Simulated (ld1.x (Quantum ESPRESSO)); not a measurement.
# PBE RRKJ dataset for technetium, fully relativistic all-electron reference.

- Element: Tc
- Generator: ld1.x (Quantum ESPRESSO) 7.5
- Type: norm-conserving RRKJ (Kleinman–Bylander form)
- Functional: PBE
- Relativity: fully relativistic
- Frozen core: [Ar] 3d10
- Valence charge: 15
- Reference configuration: 4s2 4p6 4d5 5s1.5 5p0.5
- Partial waves: 4p (bound): rc 1.95 bohr; 4d (bound): rc 2.10 bohr; 4s (bound): rc 1.70 bohr
- Local potential: the s channel
- Core correction: none

Open shells are filled in proportion to 2j + 1 (rel_dist='average').

Occupied shells without a wave of their own: 5p, 5s. They enter only through the test configuration that unscreens the potential.

All-electron outer shells of the reference configuration (PBE, scalar-relativistic, ld1.x):

```tsv
shell	level (eV)	outermost node (bohr)	outermost maximum (bohr)
3p	-416.73	0.16	0.36
3d	-250.63	–	0.31
4s	-74.14	0.50	0.95
4p	-46.11	0.51	1.03
4d	-7.38	0.50	1.27
5s	-5.53	1.28	2.72
5p	-1.77	1.45	3.63
```

**Question.** Does the generator finish with these settings?

**Answer.** Yes, a potential is produced.

**Question.** Estimate the cutoffs (Ry, on a coarse ladder) from which the occupation-weighted sum of valence levels, in a spherical-Bessel basis at the reference potential, stays within 10 and 1 mRy of its value at 400 Ry.

**Answer.** 40 Ry and 70 Ry.

**Question.** What does a ghost test show?

**Answer.** No extra level below or beside the all-electron valence levels (p1/2, p3/2, d3/2, d5/2, s, f tested).

**Question.** Tests: 4s2 4p6 4d5 5s2 5p0; 4s2 4p6 4d5 5s1 5p0; 4s2 4p6 4d5 5s0 5p0; 4s2 4p6 4d6 5s1 5p0; 4s2 4p6 4d6 5s0 5p0; 4s2 4p6 4d5.5 5s1.5 5p0; 4s2 4p6 4d5 5s1 5p1. Which has the largest error in its energy relative to the reference configuration, and how large is it?

**Answer.** 4s2 4p6 4d5 5s0 5p0, with -3918 meV (all-electron minus pseudo) on +21.16 eV.
